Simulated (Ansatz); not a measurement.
A made-up structure of LiBH$_{2}$Se, singlet:

```csv
atom,x (Å),y (Å),z (Å)
Li1,0.2225,-0.2984,1.8828
Se2,0.7284,-1.6916,-0.1914
B3,-0.1159,0.2070,-0.5225
H4,-0.4067,0.7399,-1.7126
H5,-0.4282,1.0431,0.5436
```

It is relaxed with PBE-D4/def2-SVP and then PBE0-D4/def2-TZVP (Ansatz 0.2.0). Atoms count as bonded within 1.22 times the sum of their covalent radii (H–H: 0.88 Å). The end point is not checked to be a true minimum.

Task: Does its bonding change? (Judge from chemistry; the calculation decides.)

Result: Computed: Yes. Formed: Li1–H5; broken: none.

Where it ends: The first stage lowers the energy by 0.81 eV in 4 steps. It ends as LiBH₂Se ([H]1[Li]2[Se][BH]12):
Li1  (0.199, -0.266, 1.681)
Se2  (0.650, -1.510, -0.171)
B3  (-0.104, 0.185, -0.467)
H4  (-0.363, 0.661, -1.529)
H5  (-0.382, 0.931, 0.485)
(Å)

Labels in which every atom is bracketed show which atoms are joined, not bond orders.

For scale, one of the runs: PBE0-D4/def2-TZVP relaxation, 105 basis functions, launched by `ansatz run in.yaml --threads 2 --pin off --events-out ev --progress --plain --max-ram 4352MiB`. The run took about 12 s on 2 CPU threads of an Arm Neoverse V1 (shared host).
